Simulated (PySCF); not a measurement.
## Selenium: a sound run and one with changed settings

Sound run: Se⁺ [Ar] 3d10 4s2 4p3, Se²⁺ [Ar] 3d10 4s2 4p2. Computed with PySCF 2.14 in 6-31G* (5s4p3d, 32 functions), with no relativity, point nucleus. The sound run starts from symmetry-adapted Hartree-Fock orbitals and uses a fine grid where one is needed.

Changed run: radial step 0.3 in ln r (0.13 in the sound run). This setting is unsound on purpose.

| species | method | sound run (hartree) | changed run (hartree) | converged |
| --- | --- | --- | --- | --- |
| Se⁺ | UHF | -2399.21035 | -2399.21035 | yes |
| Se⁺ | M06-2X | -2400.87026 | -2400.93779 | yes |
| Se⁺ | BP86 | -2401.10070 | -2401.10057 | yes |
| Se²⁺ | UHF | -2398.44268 | -2398.44268 | yes |
| Se²⁺ | M06-2X | -2400.08570 | -2400.14951 | yes |
| Se²⁺ | BP86 | -2400.31106 | -2400.31083 | yes |

Ionisation energy of Se⁺:

```csv
method,sound run (eV),changed run (eV)
UHF,20.889,20.889
M06-2X,21.349,21.450
BP86,21.487,21.490
```

A coarse radial grid mis-integrates the density and the exchange-correlation energy, with errors of either sign; Hartree-Fock needs no grid.

For comparison, NIST gives 21.196 ± 0.01 eV between the lowest levels.
